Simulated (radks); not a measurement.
Results of a calculation; reference values are marked as such.
Ionisation of neutral iridium, [Xe] 4f14 5d7 6s2, to Ir+, [Xe] 4f14 5d7 6s1, under several functionals. Dirac Kohn-Sham, spin-unpolarised, spherical densities, point nucleus; open shells are shared between the two j in proportion to 2j + 1; a radial shooting solver on a logarithmic mesh with Libxc functionals.

| functional | E(Ir) (hartree) | Exc (hartree) | IE (eV) | -e(HOMO) (eV) | <r> HOMO (bohr) | IE error (eV) |
|---|---|---|---|---|---|---|
| B86b exchange with PBE correlation | -17859.3409 | -350.2246 | 9.915 | 6.362 | 2.897 | +0.948 |
| exchange-only LDA | -17839.9261 | -330.6122 | 9.099 | 5.550 | 2.933 | +0.132 |
| BP86 | -17860.1632 | -351.0530 | 10.073 | 6.509 | 2.887 | +1.106 |

NIST Atomic Spectra Database: 8.967 eV (measured). Closest: exchange-only LDA. The Delta-SCF values span 0.97 eV, the total energies 20.24 hartree. The highest occupied level is 6s1/2. Spin polarisation and multiplet splitting are left out, so open shells lie too high by an amount that depends on their filling. Sharing an open shell by 2j + 1 raises it above the true ground level by a part of the spin-orbit splitting, which enters the differences from NIST.

Beside tabulated values, note that spin-unpolarised runs miss the spin-polarisation part of the exchange energy of open shells.
